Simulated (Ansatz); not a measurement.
Abridged output of a molecular run in Ansatz:

```
Functional definition: HF
1775 factors; integrals over basis functions are off by at most 9.1e-4 eV
mean field evaluation 1: about -15790.5835 eV, gradient 5.7e1 eV
mean field evaluation 2: about -15790.8597 eV, gradient 5.7e1 eV
mean field evaluation 4: about -15796.9143 eV, gradient 4.0e0 eV
mean field evaluation 8: about -15796.9844 eV, gradient 2.9e-1 eV
mean field -15796.98471050 eV, -580.5284805301 hartree, gradient 1.6e-6 eV, S^2 0.000000; 0 other end points of the search recorded, 0 dependent functions left out
10 core orbitals not correlated: weight in the atoms' cores, before any rotation towards them, 1.000 or more for the frozen orbitals, at most 0.000 for the correlated occupied ones
reference -15796.98471050 eV, -580.5284805301 hartree; 18, 18 occupied and 267, 267 virtual orbitals, 1775 factors
second order -30.05509168 eV of doubles, -0.00000000 eV of singles
cycle   1  -30.29904877 eV  change   -2.4e-1 eV  update   1.1e-1
cycle   2  -30.96486729 eV  change   -6.7e-1 eV  update   3.0e-2
cycle   3  -31.10651282 eV  change   -1.4e-1 eV  update   1.5e-2
cycle   4  -31.08916806 eV  change    1.7e-2 eV  update   3.2e-3
cycle   5  -31.08849595 eV  change    6.7e-4 eV  update   1.4e-3
cycle   6  -31.08908719 eV  change   -5.9e-4 eV  update   3.6e-4
cycle   7  -31.08885256 eV  change    2.3e-4 eV  update   1.2e-4
cycle   8  -31.08879383 eV  change    5.9e-5 eV  update   3.3e-5
cycle   9  -31.08879845 eV  change   -4.6e-6 eV  update   1.2e-5
perturbative correction -1.10787396 eV, -0.0407136170 hartree
Total energy: -15829.18138291 eV, -581.7116864173 hartree
```

Its atoms:

```xyz
13

C     0.763    2.228    0.425
Si    0.063    0.567    0.872
O    -0.029   -0.319   -0.526
B    -0.468   -1.590   -0.746
O    -0.929   -2.338    0.298
O    -0.454   -2.129   -2.004
H     0.847    2.858    1.315
H     1.758    2.127   -0.014
H     0.121    2.742   -0.295
H    -1.294    0.711    1.460
H     0.944   -0.129    1.846
H    -1.211   -3.214    0.024
H    -0.111   -1.512   -2.654
```

**Question.** Which basis set was used?
A. def2-SVP
B. def2-TZVPPD
C. def2-TZVPP
D. cc-pV(D+d)Z

**Answer.** C. It gives 295 functions.

**Question.** Write the keys of the input that set method, charge and spin (a neutral closed shell needs none for the last two).

**Answer.** 
```yaml
correlation: {method: ccsd_t}
```
